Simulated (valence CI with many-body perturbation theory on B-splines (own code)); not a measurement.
**Hg31+: magnetic and hyperfine properties of the levels**

Computed by valence CI with perturbative core correlation (CI+MBPT): three valence electrons over a frozen Dirac-Fock core [Kr] 4d10, a basis of 7 s, 7 p, 7 d, 7 f, 4 g, 2 h functions for each j, with the one-electron correlation potential Σ1, the two-electron term Σ2, the three-electron term Σ3, Breit, model QED; selected CI, second order for the rest, scaled by the run's own slope (own B-spline code, finite nucleus).

The last digits are not significant, and no measured levels were compared; by estimate large intervals hold to a few tenths of a per cent, small ones and those within an open d or f shell to about a per cent. Excitations out of the core, of the other parity, are not computed and may begin above about 189 eV (a cautious bound); beyond it only levels of the ground parity were kept, without lifetimes.

A/g_I is the dipole constant over the nuclear g factor μ/I (μ in nuclear magnetons, uniformly magnetised nucleus), B/Q the quadrupole constant per barn. Both hold the static response of the core; the bare values leave it out. Large factors of s and p1/2 electrons are usually good to 5 to 10 %; those of open d and f shells near neutrality can be off by tens of per cent, and small factors of p3/2, d and f electrons come from cancelling terms and can be off by a factor of two or in sign, in half-filled shells by more. B is blank for J = 1/2, where it vanishes, and for nearly pure S terms. Energies count from the lowest level.

Levels are named by their leading jj configuration (3d3/2^4 stands for four electrons in 3d with j = 3/2), which in mixed levels can hold well under half, so a name can repeat and another be missing. Letters in brackets count levels of one name in rising energy.

```
                     Level  E (eV)      g  A/g_I (MHz)  A/g_I bare  B/Q (MHz/b)  B/Q bare
           (4f5/2^3) J=9/2   0.000  0.775         6460        6210         1590      1460
(4f5/2^2 4f7/2) J=11/2 [a]   4.705  0.971         4740        4800         2400      2150
           (4f5/2^3) J=3/2   5.283  0.696         6870        6470         -855      -775
     (4f5/2^2 4f7/2) J=9/2   8.019  1.008         4720        4880        -2520     -2290
           (4f5/2^3) J=5/2   8.024  0.824         5860        5670         1890      1720
    (4f5/2^2 4f7/2) J=13/2   8.101  1.072         4070        4310         4160      3720
 (4f5/2^2 4f7/2) J=5/2 [a]   9.691  0.869         5260        5110        -4860     -4400
 (4f5/2^2 4f7/2) J=3/2 [a]   9.755  1.461          989        1890        -1700     -1570
 (4f5/2^2 4f7/2) J=7/2 [a]   9.894  1.033         4400        4580        -4910     -4460
(4f5/2^2 4f7/2) J=15/2 [a]  10.678  1.126         3800        4160         6670      5960
 (4f5/2^2 4f7/2) J=7/2 [b]  11.736  1.053         3860        4040         2860      2580
(4f5/2 4f7/2^2) J=13/2 [a]  13.234  0.972         4450        4480         7800      7060
(4f5/2^2 4f7/2) J=11/2 [b]  13.399  1.102         3680        3960         1200       999
 (4f5/2 4f7/2^2) J=9/2 [a]  13.473  1.168         3140        3530          306       240
 (4f5/2^2 4f7/2) J=3/2 [b]  13.930  1.120         3760        4100          931       873
     (4f5/2^2 4f7/2) J=1/2  13.966  0.338        13000       12300                       
 (4f5/2^2 4f7/2) J=5/2 [b]  14.532  1.172         3610        4060         3570      3250
 (4f5/2 4f7/2^2) J=9/2 [b]  15.283  1.095         3830        4110         -998      -902
 (4f5/2 4f7/2^2) J=7/2 [a]  15.344  1.028         3860        3970        -4740     -4290
(4f5/2^2 4f7/2) J=15/2 [b]  15.501  1.041         4040        4200        10800      9770
(4f5/2 4f7/2^2) J=11/2 [a]  16.373  1.041         3950        4110         3510      3140
 (4f5/2 4f7/2^2) J=3/2 [a]  16.818  1.164         2340        2640         -276      -229
 (4f5/2 4f7/2^2) J=5/2 [a]  17.845  1.189         2710        3110        -4690     -4250
(4f5/2 4f7/2^2) J=11/2 [b]  18.771  1.127         3450        3770         1330      1170
 (4f5/2 4f7/2^2) J=9/2 [c]  18.939  1.035         3870        4010         3070      2790
     (4f5/2 4f7/2^2) J=1/2  19.359  0.318        11300       10400                       
 (4f5/2 4f7/2^2) J=7/2 [b]  19.995  1.382         1370        2110         7870      7070
(4f5/2 4f7/2^2) J=13/2 [b]  20.156  1.062         3990        4210         5900      5340
 (4f5/2 4f7/2^2) J=3/2 [b]  20.558  1.025         4300        4450         3780      3400
    (4f5/2 4f7/2^2) J=17/2  20.757  1.055         3940        4140        16100     14600
          (4f7/2^3) J=15/2  21.298  1.029         3660        3760        10600      9600
           (4f7/2^3) J=9/2  21.687  1.080         3300        3480        -2020     -1820
 (4f5/2 4f7/2^2) J=5/2 [b]  22.121  1.023         4770        4970         -103     -75.4
           (4f7/2^3) J=3/2  24.517  1.045         3480        3590        -4740     -4270
          (4f7/2^3) J=11/2  24.887  1.083         3390        3590         2200      2010
 (4f5/2 4f7/2^2) J=7/2 [c]  25.931  1.134         3640        4000         3140      2830
 (4f5/2 4f7/2^2) J=9/2 [d]  26.882  1.084         3900        4160         4090      3730
 (4f5/2^2 4f7/2) J=7/2 [c]  26.994  0.944         3880        3780        10200      9190
           (4f7/2^3) J=5/2  27.216  1.121         3490        3790         7140      6420
           (4f7/2^3) J=7/2  36.475  1.115         3260        3530         7440      6730
```

(1) Take the isotope of mass number 201, with I = 3/2, μ = -0.558 μN and Q = 0.387 b. What is the hyperfine structure of (4f5/2^2 4f7/2) J=5/2 [a]?

## Answers

(1) From the table A = -1950 MHz, B = -1880 MHz. Shifts from the centre of gravity in MHz: F = 1: 8920, F = 2: 6530, F = 3: 1520, F = 4: -7780.
